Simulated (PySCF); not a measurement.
# (HBe-mu3-Cl)4 cubane: computed shieldings and shifts

(HBe-mu3-Cl)4 cubane, Be4Cl4H4, point group Td.

Bonds: Be1-Cl3 2.184 Å, Be1-Cl6 2.186 Å, Be1-Cl9 2.179 Å, Cl3-Be4 2.186 Å, Cl3-Be10 2.183 Å, Be4-Cl6 2.180 Å, Be4-Cl12 2.181 Å, Cl6-Be7 2.183 Å, Be7-Cl9 2.184 Å, Be7-Cl12 2.180 Å, Cl9-Be10 2.182 Å, Be10-Cl12 2.185 Å. Be1 carries H2; Be4 carries H5; Be7 carries H8; Be10 carries H11.

GIAO calculations in PySCF on the PBE0-D3(BJ)/def2-SVP structure: isolated species, non-relativistic, equivalent atoms averaged; basis pcSseg-1.

(1) Give the isotropic shieldings (ppm) with KT2, PBE0.

(2) And the chemical shifts, against references computed in the same way?

(3) Which part of the shielding of Cl3/Cl6/Cl9/Cl12 depends on the functional?

Results:

(1) 
| atoms | environment | KT2 | PBE0 |
| --- | --- | --- | --- |
| Cl3/Cl6/Cl9/Cl12 | chlorine bonded to 3 Be | 869 | 901 |
| Be1/Be4/Be7/Be10 | Be bonded to 3 Cl, H | 99 | 100 |
| H2/H5/H8/H11 | hydrogen on a Be bonded to 3 Cl | 27.19 | 27.32 |
| HOMO–LUMO gap (eV) | – | 5.97 | 8.20 |

(2) 
```tsv
atoms	nucleus, reference	KT2	PBE0
Cl3/Cl6/Cl9/Cl12	³⁵Cl, HCl	74	42
H2/H5/H8/H11	¹H, TMS	3.99	3.95
```

(3) Diamagnetic: KT2 1150, PBE0 1149 ppm; paramagnetic: KT2 -281, PBE0 -248 ppm. The diamagnetic part, set mainly by inner electrons, hardly moves; the paramagnetic part goes with low-lying magnetically allowed excitations and carries the spread.
